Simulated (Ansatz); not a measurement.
## From F to I: the atomisation energy (no zero-point term)

One atom is swapped for its congeners: InH2F `[F][InH2]`; InH2Br `[Br][InH2]`; InH2I `[InH2][I]`. The Cl member is missing. All are singlets with charge 0.

Shapes, held fixed at every level: PBE0-D4/def2-TZVP. Programs: Ansatz 0.2.0. Values in eV.

| level | InH2F | InH2Br | InH2I |
| --- | --- | --- | --- |
| SPW92/def2-TZVPP | 11.00 | 9.34 | 8.80 |
| PBE-D4/def2-TZVPP | 9.50 | 8.10 | 7.59 |
| r2SCAN0-D4/def2-TZVPP | 9.29 | 8.27 | 7.74 |
| wB97M-V/def2-TZVPP | 9.59 | 8.28 | 7.74 |
| MP2/def2-TZVPP | 9.37 | 8.01 | 7.52 |
| CCSD(T)/def2-SVP | 8.82 | 7.71 | 7.21 |
| CCSD(T)/def2-TZVPP | 9.38 | 8.16 | 7.65 |

At CCSD(T)/def2-TZVPP the atomisation energy falls at every step, from 9.38 to 7.65 eV. Every level shows the same order. For atoms past krypton def2 sets carry core potentials with scalar relativity. Relativity is left out for Br unless named. Correlated rows may include outer-core shells of Br, I, In, which these sets cover unevenly. Spin-orbit coupling, which grows down the group, is left out (summed over each molecule's free atoms 0.20, 0.34, 0.50 eV).
